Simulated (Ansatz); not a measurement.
Gas-phase reaction in SMILES: [Br][Hg][Br] -> [Br][Hg][Br] as doublet, charge -1 (an electron is taken up)

Quantity: adiabatic electron affinity (0 K, with zero-point energies), in eV. Positive where the reaction releases energy. Set-up: LANL2DZ with its own core potentials from Na on; valence correlation only (noble-gas shells and the d and f shells of earlier blocks); spin-orbit terms left out; no dispersion term unless named; open shells spin-unrestricted; def2 sets with scalar-relativistic core potentials past Kr. First-principles rows: single points at B3LYP-D3(BJ) geometries (Ansatz, an electronic-structure program), with unscaled harmonic terms from B3LYP/6-31G* (LANL2DZ past Ar) at its own minima. The spin state of an ion or metal species was assumed, not searched.

```csv
level,program,"adiabatic electron affinity (0 K, with zero-point energies) (eV)"
HF/LANL2DZ,Ansatz,1.72
SVWN5/LANL2DZ,Ansatz,2.36
PBE/LANL2DZ,Ansatz,2.47
PBE/def2-SVP,Ansatz,1.75
BLYP/LANL2DZ,Ansatz,2.53
B3LYP/LANL2DZ,Ansatz,2.59
B3LYP/def2-SVP,Ansatz,1.89
PBE0/LANL2DZ,Ansatz,2.38
MP2/LANL2DZ,Ansatz,1.48
r2SCAN-D4/def2-TZVPD,Ansatz + dftd4,1.90
```

No value to compare with is used here. The 9 habitual levels span 1.48 (MP2/LANL2DZ) to 2.59 eV (B3LYP/LANL2DZ); r2SCAN-D4/def2-TZVPD gives 1.90.

The levels are drawn from those run, B3LYP/6-31G* more often than the rest, none by its result; runs whose electronic state is in doubt are left out.
